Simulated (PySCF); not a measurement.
All values below come from TPSSh-D3(BJ)/def2-TZVP // CAM-B3LYP-D3(BJ)/def2-TZVP run with PySCF. Gas-phase values, no solvent. One relaxed conformer stands for a flexible species; it need not be the lowest. Excitations are Tamm–Dancoff values on a coarser integration grid. The basis has no diffuse functions, so Rydberg states are missing or too high.

Reference species (SMILES): `BC/C=C\C#N` (neutral, multiplicity 1).

```
Item                Value
---------------  --------
LUMO             -2.16 eV
S1–T1 gap (TDA)   0.83 eV
```

Changed species: `BC/C=C/C#N`.

Question: Give the shifts of the LUMO and S1–T1 gap (TDA).

Answer: the LUMO falls by 0.10 eV, to -2.26 eV; the S1–T1 gap (TDA) decreases by 0.10 eV, to 0.73 eV.
